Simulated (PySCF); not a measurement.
F2H5NSi2, SMILES F[SiH2]N[SiH2]F.

Geometry optimised at PBE-D3(BJ)/def2-SVP. The structure was generated by enumeration, and PubChem lists no compound with its InChIKey, so it may never have been made. Other conformers were not sampled.

All values below come from PBE/def2-TZVP (PySCF).

Computed frontier levels, gap, dipole moment and polarisability:
```
Property                                                                                                       Result
---------------------------------------------------------------------------------------------  ----------------------
highest occupied level                                                                                       -7.29 eV
lowest empty level                                                                                           -0.77 eV
orbital gap                                                                                                   6.52 eV
dipole moment                                                                                               0.213 e·Å
quadrupole, principal values (traceless, Buckingham form, about the centre of nuclear charge)  -13.39, 5.29, 8.10 D·Å
mean static polarisability                                                                       58.3 bohr³ (8.64 Å³)
polarisability, principal values                                                               50.3, 54.3, 70.3 bohr³
```
